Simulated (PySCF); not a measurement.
Species: C₇H₉N.
Atom-mapped SMILES: `[CH3:1][NH:2][c:3]1[cH:4][cH:5][cH:6][cH:7][cH:8]1`

Probes without a nucleus sit at each ring's centroid and 1 Å off its mean plane on both sides; NICS is minus the shielding there, NICSzz its component along the normal. Level: GIAO PBE0/pcSseg-1 (PySCF, non-relativistic, gas phase) on the GFN2-xTB geometry, one conformer.

Ring bond lengths (Å), with Mayer bond orders in brackets: C3–C4 1.396 (1.34), C4–C5 1.382 (1.46), C5–C6 1.384 (1.44), C6–C7 1.386 (1.41), C7–C8 1.379 (1.50), C8–C3 1.399 (1.33).

Task: What do the NICS probes read (ppm)?

Result: 
```tsv
ring	type	NICS(0)	NICS(1), two faces	NICS(1)zz, two faces	rms pucker (Å)	centre to ring atoms, mean (Å)
C3–C4–C5–C6–C7–C8	6-membered carbocycle; formal bonds all aromatic	-8.3	-10.5 / -10.2	-25.8 / -25.4	0.00	1.39
```

Task: What do they say, and how far can they be read as aromaticity?

Result: 
- C3–C4–C5–C6–C7–C8: mean NICS(1)zz -25.6 ppm, shielded. The ring is flat and has no four-coordinate atom; by the NICS criterion it is aromatic.

Task: How equal are the bonds by HOMA? HOMA = 1 − mean of α(R − Ropt)² over the ring bonds, with Krygowski's 1993 parameters (CC: Ropt 1.388 Å, α 257.7 Å⁻²).

Result: 
- C3–C4–C5–C6–C7–C8: HOMA 0.99 = 1 − EN − GEO, with mean bond length 1.388 Å, EN = α(Ropt − mean)² = 0.000 and GEO = α × variance = 0.014. The geometric and the magnetic index point the same way.

Task: At the first NICS(1) probe listed for ring C3–C4–C5–C6–C7–C8, 1 Å off the ring, what do the in-plane components average?

Result: The isotropic value is a third of the trace: (3 × -10.5 − (-25.8))/2 = -2.8 ppm.

The values belong to the conformer `[CH3:1][NH:2][c:3]1[cH:4][cH:5][cH:6][cH:7][cH:8]1`: C1–N2–C3–C4 -17°.
